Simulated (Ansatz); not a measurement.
GeH4OSi can be A, `[O]1[SiH2][GeH2]1`, or B, `[SiH3][O][GeH]`.

Calculated with Ansatz (gas phase, PBE0-D4/def2-TZVP geometries, no zero-point term in ΔE). CBS: MP2 limit from def2 TZ/QZ plus the TZ coupled-cluster correction, frozen cores. DFT in def2-TZVPP. For Ge outer-core shells are correlated without core-valence functions, which leaves a few kJ/mol of doubt a bond. Scalar relativity is left out up to krypton.

(1) Which is lower in electronic energy at CCSD(T)/CBS, and by how much? (Best estimate.)

(2) Give E(B) − E(A) in kJ/mol with ωB97M-V, PBE0-D4, CCSD(T)/def2-SVP, HF/def2-TZVPP, CCSD/def2-TZVPP, BLYP-D4, r2SCAN-D4. (An estimate is asked.)

(3) Does the order hold for the free energy at 298.15 K (harmonic terms from PBE0-D4)? (An estimate is asked.)

Largest T1 diagnostic: 0.014.

Results:

(1) The calculation gave: B, by 64.8 kJ/mol.

(2) Ansatz gave: ωB97M-V -73.8, PBE0-D4 -52.8, CCSD(T)/def2-SVP -82.5, HF/def2-TZVPP -108.0, CCSD/def2-TZVPP -69.4, BLYP-D4 -83.1, r2SCAN-D4 -46.8. None reverses the order clearly.

(3) Computed: Yes: G(B) − G(A) = -71.7 kJ/mol.

From r2SCAN to r2SCAN0 (25 % exact exchange), in def2-TZVPP and without D4, E(B) − E(A) moves by −5.8 kJ/mol. Leaving LDA and LC-ωPBE aside and taking each functional with its dispersion term where it has one, the values, not all of them listed here, spread over 41.4 kJ/mol, from BHLYP-D4 to r2SCAN-D4. LDA lies +17.5 kJ/mol from PBE without D4.
